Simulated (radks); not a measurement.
Hg+, 79 electrons, occupied as [Xe] 4f14 5d10 6s1. Calculated with a radial shooting solver on a logarithmic mesh with Libxc functionals: Dirac Kohn-Sham, PBE, spin-unpolarised, spherical densities, point nucleus.

Normalised radial functions P(r) = r R(r) (large component), r in bohr:

r          4f5/2    6s1/2
0.002086  0.0000   0.0463
0.002428  0.0000   0.0506
0.002827  0.0000   0.0550
0.003291  0.0000   0.0593
0.003831  0.0000   0.0634
0.004425  0.0000   0.0669
0.005151  0.0000   0.0698
0.005997  0.0000   0.0718
0.006981  0.0000   0.0722
0.008062  0.0001   0.0708
0.009386  0.0001   0.0669
0.01093   0.0002   0.0601
0.01272   0.0004   0.0496
0.01481   0.0007   0.0353
0.0171    0.0011   0.0181
0.01991   0.0019  -0.0038
0.02318   0.0033  -0.0286
0.02698   0.0055  -0.0547
0.03141   0.0091  -0.0794
0.03628   0.0146  -0.0986
0.04223   0.0238  -0.1103
0.04916   0.0381  -0.1088
0.05724   0.0601  -0.0908
0.06663   0.0931  -0.0546
0.07695   0.1383  -0.0057
0.08958   0.2052   0.0548
0.1043    0.2966   0.1123
0.1214    0.4163   0.1512
0.1413    0.5656   0.1555
0.1632    0.7314   0.1188
0.19      0.9233   0.0387
0.2212    1.1168  -0.0669
0.2575    1.2901  -0.1665
0.2998    1.4191  -0.2228
0.3463    1.4801  -0.2097
0.4031    1.4668  -0.1186
0.4693    1.3739   0.0313
0.5463    1.2140   0.1946
0.636     1.0098   0.3160
0.7345    0.7999   0.3505
0.8551    0.5857   0.2815
0.9954    0.3986   0.1143
1.159     0.2504  -0.1137
1.338     0.1489  -0.3395
1.558     0.0785  -0.5423
1.814     0.0373  -0.6756
2.112     0.0158  -0.7251
2.458     0.0058  -0.6941
2.839     0.0020  -0.6069
3.305     0.0005  -0.4793
3.848     0.0001  -0.3430
4.479     0.0000  -0.2203
5.214     0.0000  -0.1250
6.022     0.0000  -0.0641
7.011     0.0000  -0.0271
8.161     0.0000  -0.0096

4f5/2: eigenvalue -106.98 eV, 0 radial nodes, <r> = 0.479 bohr, 90 % of the charge inside 0.767 bohr. 6s1/2: eigenvalue -14.719 eV, 5 radial nodes at r = 0.0194, 0.0781, 0.201, 0.456, 1.08 bohr, <r> = 2.51 bohr, 90 % of the charge inside 3.70 bohr.
